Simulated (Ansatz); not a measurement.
Pt₂H₄, relaxed as a singlet with RKS B3LYP-D4/def2-TZVP in Ansatz, starting from the GFN1-xTB geometry. Force threshold 0.02 eV/Å.

In the def2 sets Pt takes a core potential; there is no spin–orbit coupling. The structure comes from a short search, and lower isomers may exist.

Start:

```xyz
6

Pt    1.125    0.070    0.328
Pt   -1.127    0.378   -0.344
H     2.693    0.710    0.303
H    -2.640    0.956   -1.321
H     1.964   -1.080    1.254
H    -2.015   -1.034   -0.220
```

```tsv
step	energy (eV)	largest force component (eV/Å)	SCF passes
1	-6560.0505	7.098	40
2	-6562.1647	1.549	41
3	-6562.7900	1.257	41
4	-6562.9874	0.373	40
5	-6563.0158	0.155	35
6	-6563.0259	0.093	35
7	-6563.0315	0.126	41
8	-6563.0375	0.054	35
9	-6563.0474	0.049	35
10 (rejected)	-6563.0254	0.620	39
11 (rejected)	-6563.0383	0.193	35
12	-6563.0495	0.022	35
13	-6563.0502	0.094	34
14 (rejected)	-6563.0498	0.061	36
15	-6563.0506	0.007	37
```

Force components are those of the run's own axes.

End:

```csv
atom,x (Å),y (Å),z (Å)
Pt1,1.1962,-0.4766,0.1230
Pt2,-1.1937,0.4776,-0.1261
H3,1.9700,0.8194,0.2780
H4,-2.1544,0.8900,-1.2619
H5,2.1513,-0.8927,1.2623
H6,-1.9695,-0.8178,-0.2753
```

By distances, no bond broke or formed. The bond that changes most is Pt2–H4, from 1.89 to 1.54 Å (atoms count from 1).

No frequencies were taken in this run, so the end may be a saddle point.

It took 19 s on 4 threads of Arm Neoverse V2 on a shared host.
